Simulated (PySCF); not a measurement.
C₇H₁₃OP.
Numbering: `[CH2:1]1[CH2:2][P:3]([CH:4]2[CH2:5][CH2:6]2)[CH2:7][CH2:8][O:9]1`

Probes without a nucleus sit at each ring's centroid and 1 Å off its mean plane on both sides; NICS is minus the shielding there, NICSzz its component along the normal. Level: GIAO PBE0/pcSseg-1 (PySCF, non-relativistic, gas phase) on the GFN2-xTB geometry, one conformer.

Rings: 1. C1–C2–P3–C7–C8–O9; 2. C4–C5–C6.

| set | NICS(0) | NICS(1), two faces | NICS(1)zz, two faces |
| --- | --- | --- | --- |
| P | -2.9 | -2.0 / -2.5 | 4.6 / 2.2 |
| Q | -44.3 | -8.8 / -8.7 | -22.3 / -24.2 |

Problem. Which set (ppm) belongs to which ring?

Solution. P = 1, Q = 2.
- 1 (6-membered ring with O and P; formal bonds all single): mean NICS(1)zz 3.4 ppm, deshielded. C1, C2, C7, C8 have four or more neighbours, so the value isn't read as a sign of a π ring current.
- 2 (3-membered carbocycle; formal bonds all single): mean NICS(1)zz -23.3 ppm, shielded. C4, C5, C6 have four or more neighbours; no verdict on aromaticity is drawn.

Problem. How do the rings differ in shape?

Solution. 
```tsv
ring	bond lengths (Å)	rms pucker (Å)	HOMA	nearest outside atom to a NICS(1) probe (Å)
1	1.529, 1.864, 1.864, 1.529, 1.407, 1.407	0.28	–	hydrogen 1.43
2	1.503, 1.491, 1.503	0.00	–	hydrogen 1.45
```
